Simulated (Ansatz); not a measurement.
Cost and result for the atomization energy of `B[SiH](Br)C=O` (9 atoms, 8 bonds).

```
atom   x (Å)   y (Å)   z (Å)
  B1  -1.516   0.510   0.618
 Si2  -0.019   0.131  -0.655
 Br3  -0.489  -1.400  -2.206
  C4   1.529  -0.517   0.318
  O5   2.033   0.155   1.176
  H6  -2.613   0.069   0.466
  H7  -1.285   1.199   1.566
  H8   0.419   1.373  -1.346
  H9   1.941  -1.521   0.062
```

Total charge 0; spin multiplicity 1. Correlated methods include outer-core shells of Br, which these sets cover unevenly. Scalar relativity is left out up to krypton. The geometry is a stationary point of PBE0-D4/def2-TZVP. It is one conformer, not always the lowest. Program: Ansatz. All runs use 4 threads of an Intel Xeon Platinum 8488C on a shared host. Times are those of one run each, without the atoms' runs, and a repeat can differ threefold. Electronic energies, without spin–orbit coupling; frozen cores. CCSD(T)/CBS adds CCSD(T) − MP2 in def2-TZVPP to the MP2 limit, and its time is that of the two runs behind it. T1 = 0.013. With those shells the extrapolation isn't a true limit. B3LYP takes the VWN-RPA correlation (the form of Gaussian; ORCA's B3LYP/G). HSE06 is the plane-wave form, built on full-range PBE exchange.

CCSD(T)/CBS is a level of theory with its own doubt, some kJ/mol a heavy atom from the limit and from the frozen cores, so smaller differences don't rank the functionals.

```json
{"level": "revPBE-D4/def2-TZVPP", "functions": "239", "wall time": "1.6 s", "atomization (kcal/mol)": "747.3", "difference from CCSD(T)/CBS": "0.3", "per bond": "0.0"}
{"level": "HSE06-D4/def2-TZVPP", "functions": "239", "wall time": "2.9 s", "atomization (kcal/mol)": "750.4", "difference from CCSD(T)/CBS": "3.4", "per bond": "0.4"}
{"level": "PBE0-D4/def2-TZVPP", "functions": "239", "wall time": "3 s", "atomization (kcal/mol)": "749.7", "difference from CCSD(T)/CBS": "2.7", "per bond": "0.3"}
{"level": "r2SCAN-D4/def2-TZVPP (with forces)", "functions": "239", "wall time": "3.2 s", "atomization (kcal/mol)": "754.1", "difference from CCSD(T)/CBS": "7.1", "per bond": "0.9"}
{"level": "CAM-B3LYP-D4/def2-TZVPP", "functions": "239", "wall time": "3.6 s", "atomization (kcal/mol)": "748.4", "difference from CCSD(T)/CBS": "1.4", "per bond": "0.2"}
{"level": "B3LYP-D4/def2-TZVPP (with forces)", "functions": "239", "wall time": "4.7 s", "atomization (kcal/mol)": "747.5", "difference from CCSD(T)/CBS": "0.5", "per bond": "0.1"}
{"level": "B2PLYP/def2-TZVPP", "functions": "239", "wall time": "4.8 s", "atomization (kcal/mol)": "739.0", "difference from CCSD(T)/CBS": "-8.0", "per bond": "-1.0"}
{"level": "ωB97X-V/def2-TZVPP", "functions": "239", "wall time": "6.5 s", "atomization (kcal/mol)": "751.3", "difference from CCSD(T)/CBS": "4.3", "per bond": "0.5"}
{"level": "CCSD(T)/def2-SVP", "functions": "112", "wall time": "7 s", "atomization (kcal/mol)": "701.9", "difference from CCSD(T)/CBS": "-45.1", "per bond": "-5.6"}
{"level": "ωB97M-V/def2-TZVPP (with forces)", "functions": "239", "wall time": "9.5 s", "atomization (kcal/mol)": "748.9", "difference from CCSD(T)/CBS": "1.9", "per bond": "0.2"}
{"level": "MP2/def2-QZVPP", "functions": "450", "wall time": "19 s", "atomization (kcal/mol)": "755.0", "difference from CCSD(T)/CBS": "8.0", "per bond": "1.0"}
{"level": "CCSD(T)/def2-TZVPP", "functions": "239", "wall time": "110 s", "atomization (kcal/mol)": "725.0", "difference from CCSD(T)/CBS": "-22.0", "per bond": "-2.8"}
{"level": "CCSD(T)/CBS(def2)", "functions": "–", "wall time": "2.1 min", "atomization (kcal/mol)": "747.0", "difference from CCSD(T)/CBS": "0.0", "per bond": "0.0"}
```

The D4 term adds +8.3 kcal/mol with B3LYP and +4.4 kcal/mol with PBE0; it sums over pairs of atoms, weighted by their polarisabilities, and B3LYP, whose exchange is more repulsive, gets the larger term. From r2SCAN to r2SCAN0 (25 % exact exchange), in def2-TZVPP and without D4, the atomization energy moves by −16.0 kcal/mol: exact exchange takes away binding that semilocal exchange gives to molecules. Leaving LDA and LC-ωPBE aside and taking each functional with its dispersion term where it has one, the values, not all of them listed here, spread over 42.4 kcal/mol, from BHLYP-D4 to PBE-D4. LDA lies +97.2 kcal/mol from PBE without D4, its usual overbinding.
